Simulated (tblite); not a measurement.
Species: C₃H₃F₃SSi.
Numbering: `[CH3:1][C:2](=[C:3]=[S:4])[Si:5]([F:6])([F:7])[F:8]` (hydrogens: H9, H10, H11 on C1)

Computed with GFN2-xTB (tblite), gas phase: L-BFGS steps from a force-field or distance-geometry start until the largest atomic force falls under 0.01 eV/Å.

Step 16: E = -741.6617 eV
```
atom  x, y, z in Å  |  force x, y, z in eV/Å
C1     -0.8996   -1.1839    0.1285   -0.010  -0.024   0.003
C2     -0.3939    0.2342   -0.0410    0.081   0.032   0.001
C3     -1.2073    1.2433   -0.1885    0.026   0.001   0.006
S4     -2.1706    2.4474   -0.3508   -0.020   0.033  -0.008
Si5     1.4522    0.4474   -0.0324    0.023  -0.010   0.000
F6      2.1021   -0.1717    1.2780    0.003   0.025  -0.017
F7      2.1775   -0.3390   -1.2065   -0.011   0.031   0.009
F8      1.9923    1.9330   -0.1222   -0.044  -0.020  -0.005
H9     -0.3914   -1.6514    0.9655    0.024  -0.069   0.063
H10    -1.9679   -1.1966    0.3125   -0.083   0.039  -0.012
H11    -0.6881   -1.7600   -0.7689    0.012  -0.038  -0.041
```

Step 17: E = -741.6626 eV
```
atom  x, y, z in Å  |  force x, y, z in eV/Å
C1     -0.9029   -1.1867    0.1297   -0.003   0.007  -0.001
C2     -0.3917    0.2299   -0.0363    0.090   0.053  -0.003
C3     -1.2020    1.2414   -0.1845    0.000   0.006  -0.004
S4     -2.1661    2.4441   -0.3532   -0.013   0.032  -0.002
Si5     1.4542    0.4479   -0.0318    0.009  -0.012  -0.002
F6      2.1068   -0.1696    1.2779    0.011   0.025  -0.013
F7      2.1822   -0.3320   -1.2081   -0.010   0.018   0.005
F8      1.9879    1.9354   -0.1273   -0.047  -0.022   0.006
H9     -0.3995   -1.6549    0.9696    0.023  -0.084   0.039
H10    -1.9720   -1.1952    0.3090   -0.082   0.038  -0.007
H11    -0.6913   -1.7577   -0.7709    0.021  -0.061  -0.018
```

Step 18: E = -741.6634 eV
```
atom  x, y, z in Å  |  force x, y, z in eV/Å
C1     -0.9058   -1.1892    0.1310    0.003   0.029  -0.002
C2     -0.3885    0.2268   -0.0322    0.055   0.044  -0.004
C3     -1.1971    1.2398   -0.1810   -0.018   0.012  -0.014
S4     -2.1621    2.4414   -0.3552    0.000   0.020   0.006
Si5     1.4564    0.4480   -0.0312   -0.002  -0.012  -0.003
F6      2.1110   -0.1671    1.2779    0.023   0.021  -0.002
F7      2.1861   -0.3256   -1.2098   -0.001   0.001  -0.006
F8      1.9829    1.9375   -0.1318   -0.041  -0.011   0.015
H9     -0.4066   -1.6594    0.9736    0.004  -0.077  -0.006
H10    -1.9768   -1.1930    0.3056   -0.043   0.036  -0.006
H11    -0.6939   -1.7566   -0.7728    0.022  -0.063   0.023
```

Step 19: E = -741.6639 eV
```
atom  x, y, z in Å  |  force x, y, z in eV/Å
C1     -0.9075   -1.1903    0.1317    0.004   0.031   0.000
C2     -0.3858    0.2257   -0.0299    0.003   0.018  -0.002
C3     -1.1943    1.2391   -0.1791   -0.019   0.012  -0.018
S4     -2.1598    2.4401   -0.3563    0.008   0.010   0.010
Si5     1.4579    0.4478   -0.0309   -0.005  -0.011  -0.002
F6      2.1137   -0.1653    1.2780    0.033   0.015   0.007
F7      2.1881   -0.3219   -1.2111    0.008  -0.012  -0.016
F8      1.9790    1.9386   -0.1341   -0.032   0.005   0.018
H9     -0.4106   -1.6634    0.9758   -0.018  -0.054  -0.041
H10    -1.9803   -1.1907    0.3034    0.003   0.034  -0.009
H11    -0.6950   -1.7572   -0.7735    0.015  -0.048   0.053
```

Task: Estimate the geometry and energy of step 20. (The exact step hangs on the optimiser's Hessian estimate; all steps are aligned on step 19, rigid shifts and turns removed.)

Result: E = -741.6643 eV, largest force 0.075 eV/Å
```
atom  x, y, z in Å  |  force x, y, z in eV/Å
C1     -0.9086   -1.1905    0.1323    0.003   0.018   0.001
C2     -0.3835    0.2254   -0.0283   -0.043  -0.010  -0.001
C3     -1.1924    1.2387   -0.1781   -0.013   0.008  -0.018
S4     -2.1580    2.4396   -0.3569    0.012   0.004   0.012
Si5     1.4590    0.4474   -0.0307    0.000  -0.009  -0.002
F6      2.1164   -0.1635    1.2781    0.039   0.011   0.011
F7      2.1896   -0.3193   -1.2123    0.012  -0.019  -0.019
F8      1.9752    1.9394   -0.1354   -0.023   0.019   0.019
H9     -0.4139   -1.6678    0.9767   -0.036  -0.024  -0.061
H10    -1.9829   -1.1880    0.3016    0.042   0.030  -0.011
H11    -0.6954   -1.7588   -0.7729    0.007  -0.027   0.068
```

The energy changes by -0.0005 eV. The first-order estimate −F·Δx gives -0.0006 eV and the mean of the old and new forces, exact on a quadratic surface, -0.0005 eV. The step makes an angle of 63° with the force vector and moves no atom by more than 0.006 Å.

The cost below is that of the whole relaxation. The run took 0.51 s wall on Arm Neoverse N1, one thread (shared host).
